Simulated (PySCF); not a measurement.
# Working with the constants of BiN

PBE0 constants of BiN, ¹Σ⁺ (singlet), closed shell (Bi cc-pVTZ-PP with ECP60, N cc-pVTZ; scalar-relativistic core potentials (PySCF 2.14); masses 208.9804 and 14.0031 u):

| Item | Value |
| --- | --- |
| ωe | 886.2 cm⁻¹ |
| ωexe | 2.93 cm⁻¹ |
| Be | 0.35785 cm⁻¹ |
| αe | 0.00172 cm⁻¹ |
| D (centrifugal) | 2.33e-07 cm⁻¹ |
| De to Bi + N | 2.40 eV |

Q: Give the vibrational terms G(v) and spacings up to v = 6.

A: G(v) = ωe(v+½) − ωexe(v+½)².

```json
{"v": "0", "G(v) (cm⁻¹)": "442.4", "G(v) − G(v−1)": "", "Bv (cm⁻¹)": "0.3570"}
{"v": "1", "G(v) (cm⁻¹)": "1322.7", "G(v) − G(v−1)": "880.3", "Bv (cm⁻¹)": "0.3553"}
{"v": "2", "G(v) (cm⁻¹)": "2197.2", "G(v) − G(v−1)": "874.5", "Bv (cm⁻¹)": "0.3535"}
{"v": "3", "G(v) (cm⁻¹)": "3065.8", "G(v) − G(v−1)": "868.6", "Bv (cm⁻¹)": "0.3518"}
{"v": "4", "G(v) (cm⁻¹)": "3928.6", "G(v) − G(v−1)": "862.8", "Bv (cm⁻¹)": "0.3501"}
{"v": "5", "G(v) (cm⁻¹)": "4785.5", "G(v) − G(v−1)": "856.9", "Bv (cm⁻¹)": "0.3484"}
{"v": "6", "G(v) (cm⁻¹)": "5636.5", "G(v) − G(v−1)": "851.0", "Bv (cm⁻¹)": "0.3467"}
```

Spin–orbit coupling is left out, which matters for elements this heavy, above all for dissociation energies.
